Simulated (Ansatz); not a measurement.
Ansatz (a first-principles code) input (CCSD(T)/def2-SVPD):

Ansatz 0.2 input:
```yaml
crystal:
  periodic: [false, false, false]
  atoms:
    - {symbol: Hg, position_ang: [-0.01061755, -0.20315876, -0.26076736]}
    - {symbol: Br, position_ang: [-0.25589637, 2.37141681, -1.35770337]}
    - {symbol: Br, position_ang: [0.28016507, -1.90705393, 1.95374305]}
basis:
  gaussian:
    orbitals: def2-SVPD
total_charge: -1
magnetization: {spin_polarized: true, initial_magnetization: 1}
correlation: {method: ccsd_t, electrons: outside_noble_gas}
output: {forces: true}
```

End of the output:

```
mean field evaluation 4: about -144135.1625 eV, gradient 1.2e0 eV
mean field evaluation 8: about -144135.2122 eV, gradient 1.6e-1 eV
mean field evaluation 16: about -144135.2135 eV, gradient 1.4e-6 eV
mean field evaluation 32: about -144131.7446 eV, gradient 4.8e-1 eV
mean field evaluation 64: about -144131.7639 eV, gradient 2.8e-3 eV
mean field -144135.21353648 eV, -5296.8713991091 hartree, gradient 1.6e-6 eV, S^2 0.766446; 1 other end points of the search recorded, 0 dependent functions left out
determinant -144135.21353648 eV, -5296.8713991091 hartree, with singles and doubles -144150.45562793 eV, -5297.4315356384 hartree
determinant -144131.76394414 eV, -5296.7446289286 hartree, with singles and doubles -144146.77110465 eV, -5297.2961319053 hartree
32 core orbitals not correlated
reference -144135.21353648 eV, -5296.8713991091 hartree; 14, 13 occupied and 71, 72 virtual orbitals, 1113 factors
densities: 1.18 GiB planned
second order -15.09394883 eV of doubles, -0.00000000 eV of singles
coupled cluster: 0.80 GiB planned
cycle   1  -15.24416150 eV  change   -2.1e-3 eV  update   1.5e-3
cycle   2  -15.24490412 eV  change   -7.4e-4 eV  update   9.6e-4
cycle   3  -15.24515435 eV  change   -2.5e-4 eV  update   4.8e-4
cycle   4  -15.24507440 eV  change    8.0e-5 eV  update   2.1e-4
cycle   5  -15.24531979 eV  change   -2.5e-4 eV  update   7.6e-5
cycle   6  -15.24542290 eV  change   -1.0e-4 eV  update   4.0e-5
cycle   7  -15.24542169 eV  change    1.2e-6 eV  update   2.1e-5
cycle   8  -15.24539775 eV  change    2.4e-5 eV  update   1.1e-5
cycle   9  -15.24539180 eV  change    6.0e-6 eV  update   3.4e-6
cycle  10  -15.24539220 eV  change   -4.0e-7 eV  update   1.2e-6
perturbative correction -0.39266686 eV, -0.0144302411 hartree
the calculation of the forces begins
Total energy: -144150.85159555 eV, -5297.4460871800 hartree
Atom 0 at    -0.010618    -0.203159    -0.260767 Å, force     0.000955     0.018267     0.023447 eV/Å
Atom 1 at    -0.255896     2.371417    -1.357703 Å, force     0.005855    -0.059672     0.027392 eV/Å
Atom 2 at     0.280165    -1.907054     1.953743 Å, force    -0.006809     0.041404    -0.050839 eV/Å
Dipole moment:    -0.012540    -0.239948    -0.307988 e Å
```

The spin state was set by rule; other spins were not relaxed.
